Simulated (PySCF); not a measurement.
Compound: GaH₆N.
Numbering: `[NH3+:1][GaH3-:2]` (hydrogens: H3, H4, H5 on N1; H6, H7, H8 on Ga2)

Level of theory: PySCF, PBE0-D3(BJ)/def2-SVP geometry optimisation, gas phase.

(1) What internal coordinates does the optimisation give?

## Answers

(1) 
| bond | length (Å) |
| --- | --- |
| N1–Ga2 | 2.153 |
| N1–H3, N1–H4, N1–H5 | 1.020 |
| Ga2–H6, Ga2–H7, Ga2–H8 | 1.583 |

Bonds in one row agree within 0.01 Å and their mean is given. A selection of angles:
| angle | degrees |
| --- | --- |
| Ga2–N1–H3 | 111.6 |
| H3–N1–H4 | 107.7 |
| N1–Ga2–H6 | 98.5 |
| N1–Ga2–H7 | 98.2 |
| H6–Ga2–H7 | 117.9 |

N1 (nitrogen bonded to Ga and 3 H) is tetrahedral (angles from 107.7° to 111.6°). Ga2 (gallium bonded to N and 3 H) is distorted tetrahedral (angles from 98.2° to 118.0°).

Point group: near C3v, missed by 0.14 Å at most; the miss may be what the optimiser left on a soft mode (C3 holds within 0.08 Å). PBE0-D3(BJ)/def2-SVP frequencies: not computed here.

Time: 6.5 s of wall time. Hardware: an Arm Neoverse V1 with one thread, no GPU, shared host. These figures are those of the optimisation.
